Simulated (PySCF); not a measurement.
Species: `CC(C)OC[Si@H](O)[SiH2]S`. The columns A, B, C and D hold Mulliken, IAO, Hirshfeld and ESP-fitted charges (e) of one PBE0/pcSseg-1 density (PySCF), in a shuffled order. Coordinates in Å (GFN2-xTB); the density's dipole moment is (-4.20, -0.02, 0.95) D.

```json
{"atom": "C1", "x": "-2.879", "y": "0.382", "z": "-0.153", "A": "-0.436", "B": "-0.127", "C": "-0.572", "D": "-0.234"}
{"atom": "C2", "x": "-1.930", "y": "-0.014", "z": "0.980", "A": "+0.109", "B": "+0.053", "C": "+0.474", "D": "-0.055"}
{"atom": "C3", "x": "-2.216", "y": "0.799", "z": "2.239", "A": "-0.423", "B": "-0.125", "C": "-0.596", "D": "-0.219"}
{"atom": "O4", "x": "-0.572", "y": "0.216", "z": "0.638", "A": "-0.409", "B": "-0.130", "C": "-0.321", "D": "-0.542"}
{"atom": "C5", "x": "0.029", "y": "-0.752", "z": "-0.198", "A": "-0.352", "B": "-0.099", "C": "-0.114", "D": "-0.253"}
{"atom": "Si6", "x": "1.860", "y": "-0.217", "z": "-0.181", "A": "+0.905", "B": "+0.332", "C": "+0.370", "D": "+0.778"}
{"atom": "O7", "x": "1.915", "y": "1.380", "z": "-0.489", "A": "-0.800", "B": "-0.310", "C": "-0.610", "D": "-0.565"}
{"atom": "Si8", "x": "3.080", "y": "-1.120", "z": "-1.914", "A": "+0.364", "B": "+0.219", "C": "+0.179", "D": "+0.223"}
{"atom": "S9", "x": "5.126", "y": "-0.463", "z": "-1.764", "A": "-0.319", "B": "-0.152", "C": "-0.379", "D": "-0.390"}
{"atom": "H10", "x": "-2.688", "y": "-0.212", "z": "-1.044", "A": "+0.139", "B": "+0.038", "C": "+0.126", "D": "+0.117"}
{"atom": "H11", "x": "-3.908", "y": "0.220", "z": "0.155", "A": "+0.145", "B": "+0.046", "C": "+0.153", "D": "+0.112"}
{"atom": "H12", "x": "-2.743", "y": "1.433", "z": "-0.399", "A": "+0.143", "B": "+0.040", "C": "+0.159", "D": "+0.111"}
{"atom": "H13", "x": "-2.060", "y": "-1.087", "z": "1.199", "A": "+0.111", "B": "+0.031", "C": "+0.009", "D": "+0.096"}
{"atom": "H14", "x": "-1.526", "y": "0.513", "z": "3.029", "A": "+0.150", "B": "+0.042", "C": "+0.146", "D": "+0.122"}
{"atom": "H15", "x": "-3.235", "y": "0.624", "z": "2.574", "A": "+0.143", "B": "+0.045", "C": "+0.161", "D": "+0.112"}
{"atom": "H16", "x": "-2.086", "y": "1.857", "z": "2.030", "A": "+0.143", "B": "+0.041", "C": "+0.159", "D": "+0.110"}
{"atom": "H17", "x": "-0.123", "y": "-1.758", "z": "0.210", "A": "+0.127", "B": "+0.033", "C": "+0.058", "D": "+0.119"}
{"atom": "H18", "x": "-0.418", "y": "-0.740", "z": "-1.200", "A": "+0.123", "B": "+0.030", "C": "+0.098", "D": "+0.124"}
{"atom": "H19", "x": "2.336", "y": "-0.458", "z": "1.190", "A": "-0.138", "B": "-0.082", "C": "-0.084", "D": "-0.094"}
{"atom": "H20", "x": "1.255", "y": "1.953", "z": "-0.103", "A": "+0.371", "B": "+0.173", "C": "+0.416", "D": "+0.254"}
{"atom": "H21", "x": "2.663", "y": "-0.776", "z": "-3.279", "A": "-0.101", "B": "-0.076", "C": "-0.050", "D": "-0.037"}
{"atom": "H22", "x": "3.256", "y": "-2.569", "z": "-1.883", "A": "-0.098", "B": "-0.076", "C": "-0.011", "D": "-0.047"}
{"atom": "H23", "x": "4.859", "y": "0.816", "z": "-1.551", "A": "+0.105", "B": "+0.055", "C": "+0.229", "D": "+0.160"}
```

Question: Which column most likely holds the ESP-fitted charges?

Answer: C. Σ q r misses the density's dipole by 0.05 D (C), 1.44 D (D), 2.33 D (B), 2.43 D (A). Charges fitted to the outside potential are the only set here that is tied to the molecule's multipoles.

Question: And the Hirshfeld charges?

Answer: B. The mean sizes are 0.102 e (B), 0.212 e (D), 0.238 e (C), 0.268 e (A), and Hirshfeld charges are commonly the smallest of these schemes.

As computed, A = IAO, B = Hirshfeld, C = ESP-fitted, D = Mulliken. Hydrogens on carbon: IAO +0.11 to +0.15, Hirshfeld +0.03 to +0.05, ESP-fitted +0.01 to +0.16, Mulliken +0.10 to +0.12 e.

The ESP scheme fits charges at the nuclei, held to the total charge, to the electrostatic potential on points at 1.4 to 2.0 times the van der Waals radii. The Mulliken scheme gives each basis function's population to the atom it is centred on and halves the overlap population of two atoms between them.

Isolated species at its GFN2-xTB geometry (one conformer only).
